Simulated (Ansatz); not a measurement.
Basis sets compared for the cluster Ag2O⁻. Total charge -1; doublet. Geometry PBE-D4/def2-TZVPD. Ansatz on 4 threads of Arm Neoverse V1 on a shared host; times are rough, and most runs start from earlier orbitals.

Cartesian coordinates in Å:
```
Ag -0.563 0.585 -1.276
Ag 1.037 0.270 1.068
O -0.474 -0.855 0.208
```

In the def2 sets Ag takes a core potential; there is no spin–orbit coupling. At PBE-D4/def2-SVPD, PBE-D4/def2-TZVPD, PBE0-D4/def2-SVPD, PBE0-D4/def2-TZVPD the highest occupied level of the charge -1 doublet lies above zero (up to 0.71 eV). By energy differences its removal costs 1.31 eV (vertical, to the charge 0 singlet, at PBE0-D4/def2-TZVPD). The structure comes from a short search, and lower isomers may exist.

| level | functions | energy (Eh) | HOMO (eV) | LUMO (eV) | wall time |
| --- | --- | --- | --- | --- | --- |
| PBE-D4/def2-SVPD | 91 | -369.0412 | 0.71 | 1.31 | 1.2 s |
| PBE0-D4/def2-SVPD | 91 | -368.9763 | 0.22 | 1.84 | 2.5 s |

**Question.** Estimate the rows for PBE-D4/def2-TZVPD, PBE0-D4/def2-TZVPD.

**Answer.** 
| level | functions | energy (Eh) | HOMO (eV) | LUMO (eV) | wall time |
| --- | --- | --- | --- | --- | --- |
| PBE-D4/def2-TZVPD | 120 | -369.2030 | 0.69 | 1.30 | 1.6 s |
| PBE0-D4/def2-TZVPD | 120 | -369.1343 | 0.20 | 1.84 | 4.6 s |
